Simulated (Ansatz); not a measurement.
Ansatz results at the PBE0-D4/def2-TZVP geometry: LUMO energy (PBE/def2-TZVPP) -2.23 eV; HOMO–LUMO gap (B3LYP/def2-TZVPP) 5.23 eV; LUMO energy (ωB97M-V/def2-TZVPP) 0.97 eV.

Each molecule was computed in one conformer, which needn't be the lowest.

Which molecule gave them?
A. `NB1N=CS1`
B. `NC1[O][Al]([SH])[SiH2]1`
C. `NC1=NCB1`
D. `CC(O)(F)CO`

A. The others give `CC(O)(F)CO`: -0.18, 8.12, 2.12; `NC1=NCB1`: -1.03, 6.19, 1.84; `NC1[O][Al]([SH])[SiH2]1`: -1.98, 5.46, 0.46.

B3LYP here is the variant with VWN-RPA as its local correlation; programs differ in this.
